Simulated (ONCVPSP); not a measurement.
**Logarithmic derivatives: Ni (Z = 28), ONCV**

| Property | Result |
| --- | --- |
| Element | nickel |
| Generator | ONCVPSP 4.0.1 |
| Type | optimised norm-conserving Vanderbilt (ONCV) |
| Functional | PBEsol |
| Relativity | scalar-relativistic |
| Frozen core | [Ne] |
| Valence charge | 18 |
| Reference configuration | 3s2 3p6 3d8 4s1 4p1 |
| Partial waves | 3s+4s: rc 1.25 bohr, ncon 4, nbas 7, qcut 7.4 1/bohr, 3 projectors, debl 2.6 Ha; 3p+4p: rc 1.55 bohr, ncon 3, nbas 6, qcut 7.5 1/bohr, 2 projectors; 3d: rc 1.40 bohr, ncon 4, nbas 9, qcut 13.4 1/bohr, 1 projector |
| Local potential | polynomial inside 0.95 bohr (lpopt 5, dvloc0 1 Ha) |
| Core correction | Teter function, fcfact 5.5, rcfact 1.55 |

The phase is arctan(r·R′/R) of the radial function R(r), unwrapped; energies in Ha, scanned from -6 to 5 Ha. A pole is an energy at which the radial function vanishes at the test radius. The pseudo phase is shifted by a multiple of π to meet the all-electron one at the reference energy, and phase errors are pseudo minus all-electron; the curves can meet again beyond the range given. Levels narrower than the energy grid can be missing from the lists of poles.

Question: For each channel, where are the poles, and over which energies does the pseudopotential scatter like the atom?

Answer:

| channel | radius (bohr) | reference energy (Ha) | poles, all-electron | poles, pseudo | unbroken range about the reference energy with phases within 0.05 rad | phase error 1 Ha above the reference energy (rad) |
| --- | --- | --- | --- | --- | --- | --- |
| s | 1.27 | -0.25 | -3.50 | -3.50 | the whole range | +0.000 |
| p | 1.57 | -0.08 | -2.48 | -2.48, 4.72 | below 4.3 | -0.010 |
| d | 1.42 | -0.40 | 0.24 | 0.26 | below 1.6 | +0.011 |

Phases in the s channel:

```json
{"E (Ha)": "-5.96", "all-electron": "0.975", "pseudo": "0.975"}
{"E (Ha)": "-5.40", "all-electron": "0.667", "pseudo": "0.667"}
{"E (Ha)": "-4.84", "all-electron": "-0.309", "pseudo": "-0.309"}
{"E (Ha)": "-4.28", "all-electron": "-1.220", "pseudo": "-1.220"}
{"E (Ha)": "-3.72", "all-electron": "-1.510", "pseudo": "-1.510"}
{"E (Ha)": "-3.16", "all-electron": "-1.641", "pseudo": "-1.641"}
{"E (Ha)": "-2.60", "all-electron": "-1.726", "pseudo": "-1.726"}
{"E (Ha)": "-2.04", "all-electron": "-1.794", "pseudo": "-1.794"}
{"E (Ha)": "-1.48", "all-electron": "-1.859", "pseudo": "-1.859"}
{"E (Ha)": "-0.92", "all-electron": "-1.932", "pseudo": "-1.932"}
{"E (Ha)": "-0.36", "all-electron": "-2.021", "pseudo": "-2.021"}
{"E (Ha)": "0.20", "all-electron": "-2.142", "pseudo": "-2.142"}
{"E (Ha)": "0.76", "all-electron": "-2.320", "pseudo": "-2.320"}
{"E (Ha)": "1.32", "all-electron": "-2.601", "pseudo": "-2.601"}
{"E (Ha)": "1.88", "all-electron": "-3.025", "pseudo": "-3.025"}
{"E (Ha)": "2.44", "all-electron": "-3.509", "pseudo": "-3.509"}
{"E (Ha)": "3.00", "all-electron": "-3.885", "pseudo": "-3.885"}
{"E (Ha)": "3.56", "all-electron": "-4.124", "pseudo": "-4.124"}
{"E (Ha)": "4.12", "all-electron": "-4.275", "pseudo": "-4.275"}
{"E (Ha)": "4.68", "all-electron": "-4.376", "pseudo": "-4.376"}
```
